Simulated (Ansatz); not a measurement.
The cluster Ca₄O₄, relaxed as a singlet with RKS PBE-D4/def2-SVP in Ansatz, starting from the GFN1-xTB geometry. Force threshold 0.02 eV/Å.

The structure comes from a short search, and lower isomers may exist.

Start:

| atom | x (Å) | y (Å) | z (Å) |
| --- | --- | --- | --- |
| Ca1 | 1.8958 | 1.3493 | -0.8758 |
| Ca2 | -0.2508 | 1.5294 | 1.7521 |
| Ca3 | -2.3246 | -0.7055 | 0.2737 |
| Ca4 | 0.5031 | -1.6136 | -1.0693 |
| O5 | -1.4571 | -1.8452 | -1.0591 |
| O6 | 1.5829 | 1.4701 | 1.0621 |
| O7 | -1.5173 | 0.0407 | 1.9044 |
| O8 | 1.5680 | -0.2252 | -1.9881 |

```json
{"step": "1", "energy (eV)": "-81900.6749", "largest force component (eV/Å)": "2.375", "SCF passes": "24"}
{"step": "2", "energy (eV)": "-81901.8285", "largest force component (eV/Å)": "0.733", "SCF passes": "26"}
{"step": "3", "energy (eV)": "-81902.0934", "largest force component (eV/Å)": "0.438", "SCF passes": "25"}
{"step": "4", "energy (eV)": "-81902.2400", "largest force component (eV/Å)": "0.210", "SCF passes": "25"}
{"step": "5", "energy (eV)": "-81902.2991", "largest force component (eV/Å)": "0.298", "SCF passes": "25"}
{"step": "6", "energy (eV)": "-81902.3415", "largest force component (eV/Å)": "0.137", "SCF passes": "27"}
{"step": "7", "energy (eV)": "-81902.3607", "largest force component (eV/Å)": "0.016", "SCF passes": "26"}
{"step": "8", "energy (eV)": "-81902.3610", "largest force component (eV/Å)": "0.155", "SCF passes": "25"}
{"step": "9", "energy (eV)": "-81902.3656", "largest force component (eV/Å)": "0.004", "SCF passes": "21"}
{"step": "10", "energy (eV)": "-81902.3659", "largest force component (eV/Å)": "0.008", "SCF passes": "20"}
{"step": "11", "energy (eV)": "-81902.3662", "largest force component (eV/Å)": "0.022", "SCF passes": "19"}
{"step": "12", "energy (eV)": "-81902.3663", "largest force component (eV/Å)": "0.007", "SCF passes": "14"}
```

Force components are those of the run's own axes.

End:

```xyz
8

Ca    2.377    1.189   -0.684
Ca   -0.253    1.729    2.127
Ca   -2.399   -1.160    0.658
Ca    0.278   -1.761   -2.097
O    -1.427   -1.959   -0.968
O     1.426    1.960    0.966
O    -1.784    0.383    1.869
O     1.782   -0.381   -1.871
```

By distances, no bond broke or formed. The bond that changes most is Ca1–O8, from 1.96 to 2.06 Å (atoms count from 1).

The force fell under the threshold at step 7, but the optimiser went on and released 0.006 eV more. No frequencies were taken in this run, so the end may be a saddle point.

Hardware: 4 threads of Intel Xeon Platinum 8259CL on a shared host. Wall time 25 s.
